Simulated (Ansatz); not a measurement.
Start from `[CH3][Al]([NH2])[Br]` and change one element to get `CB(N)Br`.

Ansatz, PBE0-D4/def2-TZVP geometries, multiplicity 1. Each molecule was computed in one conformer, which needn't be the lowest.

Scalar relativity is left out up to krypton.

```csv
property,`[CH3][Al]([NH2])[Br]`
HOMO energy (B3LYP/def2-TZVPP) / eV,-7.36
HOMO–LUMO gap (ωB97M-V/def2-TZVPP) / eV,11.33
size of the dipole moment (PBE/def2-TZVPP) / D,2.39
LUMO energy (ωB97M-V/def2-TZVPP) / eV,1.35
LUMO energy (PBE0/def2-TZVPP) / eV,-0.10
HOMO–LUMO gap (B3LYP/def2-TZVPP) / eV,6.97
```

Give the same properties after the change, and the shifts. (An estimate is asked.)

Ansatz gave: 
```json
{"property": "HOMO energy (B3LYP/def2-TZVPP) / eV", "`CB(N)Br`": "-7.62", "shift": "-0.26"}
{"property": "HOMO–LUMO gap (ωB97M-V/def2-TZVPP) / eV", "`CB(N)Br`": "12.06", "shift": "0.73"}
{"property": "size of the dipole moment (PBE/def2-TZVPP) / D", "`CB(N)Br`": "2.75", "shift": "0.36"}
{"property": "LUMO energy (ωB97M-V/def2-TZVPP) / eV", "`CB(N)Br`": "1.93", "shift": "0.58"}
{"property": "LUMO energy (PBE0/def2-TZVPP) / eV", "`CB(N)Br`": "0.51", "shift": "0.61"}
{"property": "HOMO–LUMO gap (B3LYP/def2-TZVPP) / eV", "`CB(N)Br`": "7.92", "shift": "0.95"}
```

With PBE0 the HOMO falls by 0.27 eV and the LUMO rises by 0.61 eV, so the gap widens by about 0.88 eV. PBE moves the HOMO by -0.36 eV and ωB97M-V by -0.15 eV. Dipoles are sizes alone; their direction can turn.

B3LYP here is the variant with VWN-RPA as its local correlation; programs differ in this.

Spin–orbit coupling is left out; it splits and shifts lone-pair levels of the heavy atoms by tenths of an eV.
